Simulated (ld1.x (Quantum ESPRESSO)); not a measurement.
What one change does to a pseudopotential (Lu (Z = 71), PAW)

| Quantity | Value |
| --- | --- |
| Element | lutetium |
| Generator | ld1.x (Quantum ESPRESSO) 7.5 |
| Type | PAW |
| Functional | revPBE |
| Relativity | scalar-relativistic |
| Frozen core | [Kr] 4d10 4f14 |
| Valence charge | 11 |
| Reference configuration | 5s2 5p6 5d2 6s1 6p0 |
| Partial waves | 5s (bound): rcut 1.50, rcutus 1.90 bohr; 6s (bound): rcut 1.50, rcutus 1.90 bohr; 5p (bound): rcut 1.85, rcutus 2.05 bohr; 6p (bound, empty): rcut 1.85, rcutus 2.05 bohr; 5d (bound): rcut 2.40, rcutus 2.75 bohr; 5d channel at 0.9 Ry: rcut 2.40, rcutus 2.75 bohr |
| Local potential | all-electron potential smoothed inside 1.75 bohr (lloc = -2) |
| Core correction | Bessel-smoothed model core inside 1.05 bohr |
| Augmentation charge | BESSEL, radius 1.70 bohr |

Change: waves 5d (bound): rcut 1.68, rcutus 1.78 bohr; 5d channel at 0.9 Ry: rcut 1.68, rcutus 1.78 bohr.

Cutoffs: the cutoffs (Ry, on a coarse ladder) from which the occupation-weighted sum of valence levels, in a spherical-Bessel basis at the reference potential, stays within 10 and 1 mRy of its value at 400 Ry; they do not see the model core or the augmentation charge, which bear on the density cutoff. Errors are all-electron minus pseudo energies relative to the spin-unpolarised reference configuration.

Task: What does the change do?

Result: The potential gets harder (21 Ry and 35 Ry → 25 Ry and 35 Ry); of the 7 tests that both files solve, the error grows in 1 and shrinks in 1 by more than 15 % and 0.3 meV (median size 21.4 → 22.5 meV); neither file shows a bound ghost. A smaller radius makes the pseudo-wave follow the all-electron one further in, where it bends more sharply, so more plane waves are needed.

```tsv
quantity	base	changed
cutoff, loose	21 Ry	25 Ry
cutoff, tight	35 Ry	35 Ry
loose cutoff by channel (10 mRy a level)	s 18 Ry, p 15 Ry, d 10 Ry	s 18 Ry, p 15 Ry, d 21 Ry
bound ghosts	none	none
error for 5s2 5p6 5d1 6s2 6p0, meV [ΔE -3.00 eV]	-0.4	+1.5
error for 5s2 5p6 5d1 6s1 6p0, meV [ΔE 4.29 eV]	-10	-10
error for 5s2 5p6 5d1 6s0 6p0, meV [ΔE 17.41 eV]	-43	-43
error for 5s2 5p6 5d1 6s1.5 6p0, meV [ΔE -0.04 eV]	-3.4	-2.5
error for 5s2 5p6 5d0 6s2 6p1, meV [ΔE -2.09 eV]	-34	-30
error for 5s2 5p6 5d1 6s0 6p1, meV [ΔE 8.48 eV]	-21	-23
error for 5s1 5p6 5d1 6s2 6p0, meV [ΔE 64.05 eV]	-564	-564
lowest overlap eigenvalue by channel	s 0.12, p 0.16, d 0.76	s 0.12, p 0.16, d 0.88
```
